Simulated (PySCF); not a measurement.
# MF cations for M along group 13

PBE with double-zeta basis sets in PySCF, for the lowest determinant that a PBE0 search found; no spin–orbit coupling. De refers to high-spin ground-configuration atoms (the charge goes to the atom of lower measured ionisation energy or higher electron affinity, which is not always the lowest computed limit). A positive dipole points towards F; it is taken about the centre of mass and depends on that origin.

| M | basis | charged atom | state (unpaired electrons) | Re (Å) | ωe (cm⁻¹) | De (eV) | μ (D) |
| --- | --- | --- | --- | --- | --- | --- | --- |
| B | aug-pcseg-1 | B+ | doublet (σ ↑) | 1.235 | 1602 | 5.67 | -3.32 |
| Al | pcseg-1 | Al+ | doublet (σ ↑) | 1.652 | 859 | 3.31 | -5.35 |
| Ga | aug-cc-pVDZ-PP/aug-cc-pVDZ | Ga+ | doublet (σ ↑) | 1.759 | 615 | 1.54 | -3.41 |
| In | def2-SVP | In+ | doublet (σ ↑) | 1.977 | 522 | 1.41 | -3.29 |

By what factor does the well depth vary along the series?

At PBE it runs from 1.41 eV (InF⁺) to 5.67 eV (BF⁺), a factor of 4.02.

The rows differ in basis set, which adds steps of its own.

Down a group the atoms grow and get heavier, so bonds lengthen and wavenumbers fall; this series shows no clear exception.

These are scalar-relativistic numbers at best; spin–orbit coupling would shift them, the dissociation energy most. For an ion De counts to the pair picked by the measured ionisation energies or electron affinities, which need not be the lowest pair at this level. States were picked by a PBE0 search and need not be the measured ground states.
